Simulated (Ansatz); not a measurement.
C2H6BF, SMILES `CBCF`, charge 0, multiplicity 1.

Give a relaxed structure at PBE0-D4/def2-TZVP (Ansatz 0.2.0). (Estimate.)

The calculation gave: 
Z-matrix (Å, degrees):
```
C
B 1 1.556
H 1 1.097 2 109.4
H 1 1.092 2 115.7 3 122.9
H 1 1.097 2 109.5 3 -114.0
C 2 1.557 1 120.1 3 -122.6
H 2 1.198 1 120.2 3 57.3
F 6 1.387 2 115.7 1 -180.0
H 6 1.101 2 109.7 1 -57.4
H 6 1.101 2 109.5 1 57.6
```
Point group Cs.
This is one stationary point; other conformers may exist.
